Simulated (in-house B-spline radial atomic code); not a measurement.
## Ionising the lanthanum ion La¹⁵⁺ with different functionals

Computed with an all-electron radial atomic-structure program (B-spline basis): scalar-relativistic (spin-free X2C) Hamiltonian, Fermi nucleus of rms radius 4.855 fm, spin-polarised at highest spin, spherical fractional occupations for the functionals. The ionisation energy is the difference of two self-consistent energies, [Kr] 4d6 → [Kr] 4d5, without Breit or QED terms; ε is the level of the shell that loses the electron (its least bound occupied spin orbital). There is no spin-orbit coupling in this Hamiltonian.

Hybrids are left out here: with spherical fractional occupations of an open shell their exact exchange keeps a self-interaction that integer-occupation calculations don't have.

```
 method      rung  ΔSCF (eV)  -ε(4d) (eV)
   BLYP       GGA     394.35       379.16
   PW91       GGA          ?            ?
   SCAN  meta-GGA     393.54       378.74
revTPSS  meta-GGA          ?            ?
```

(1) What does PW91 give?

(2) What does revTPSS give?

(3) Among the functionals, which spreads more, the ΔSCF values or the orbital energies?

(4) How do they compare with the NIST value?

## Answers

(1) ΔSCF 394.78 eV, and -ε(4d) = 379.62 eV.

(2) ΔSCF 394.22 eV, and -ε(4d) = 379.14 eV.

(3) The ΔSCF values: ΔSCF values span about 1.24 eV and the orbital energies 0.87 eV.

(4) NIST lists 393 eV ± 3 (tabulated theory, ground level to ground level). Errors run from +0.54 to +1.78 eV; all lie within about twice that uncertainty, so the table can't rank the methods.
